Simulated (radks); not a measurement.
The numbers below are computed, except where a source is named.
The arsenic anion As3-, [Kr], held by a Watson sphere: a shell of charge +3 at radius R that stands for the Madelung well of a crystal (potential energy -3/R inside, -3/r outside, in hartree with lengths in bohr). Code: a radial shooting solver on a logarithmic mesh with Libxc functionals. Model: scalar-relativistic Kohn-Sham, LDA (Slater exchange, Perdew-Wang correlation), spin-polarised, spherical densities, finite nucleus; Fermi nuclear charge, rms radius of each element as measured or else 0.836 A^(1/3) + 0.57 fm. Response by self-consistent Sternheimer equations with the Hartree and adiabatic LDA kernel, the relativistic mass of each level held fixed and spin-orbit coupling left out. The sphere does not respond.

| R (bohr) | e(3d) (eV) | e(4s) (eV) | e(4p) (eV) | <r> 4p (bohr) | sum of <r^2> (bohr^2) | X-ray form factor at sin(theta)/lambda = 0.3 1/angstrom | alpha (bohr^3) |
|---|---|---|---|---|---|---|---|
| 2.6 | -38.753 | -15.562 | -6.979 | 2.583 | 65.80 | 22.481 | 45.97 |
| 4.87 | -37.005 | -11.494 | -3.570 | 3.464 | 108.7 | 22.652 | 221.2 |
| 5.02 | -36.949 | -11.377 | -3.430 | 3.518 | 111.9 | 22.654 | 243.4 |
| 5.25 | -36.870 | -11.218 | -3.231 | 3.600 | 117.0 | 22.656 | 281.1 |

Estimate the row for R = 2.39 bohr.

Answer. e(3d) (eV) -39.217; e(4s) (eV) -16.275; e(4p) (eV) -7.397; <r> 4p (bohr) 2.497; sum of <r^2> (bohr^2) 62.33; X-ray form factor at sin(theta)/lambda = 0.3 1/angstrom 22.464; alpha (bohr^3) 39.68.
